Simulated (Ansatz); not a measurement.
Z-matrix (Å, degrees):
```
C
O 1 1.2152
N 1 1.3469 2 126.64
H 3 1.0054 1 120.10 2 0.00
H 3 1.0069 4 120.52 1 -180.00
C 1 1.5327 2 119.79 3 -179.99
O 6 1.2017 1 123.35 2 -179.99
H 6 1.1043 7 123.54 5 -179.97
```
Charge 0, spin multiplicity 1.

Calculation: frozen-core CCSD(T)/cc-pVTZ // B3LYP-D3(BJ)/def2-TZVP (Ansatz, a first-principles code).

- HF energy: -281.76682 Ha
- MP2 correlation energy: -0.97711 Ha

Question: Estimate the CCSD correlation energy, the (T) correction, the total energy and the T1 diagnostic.

Answer: 
The CCSD correlation energy comes out as -0.98609 Ha and the (T) correction is -0.04454 Ha. The CCSD(T) total energy comes out as -282.79745 Ha and the T1 diagnostic is 0.016.
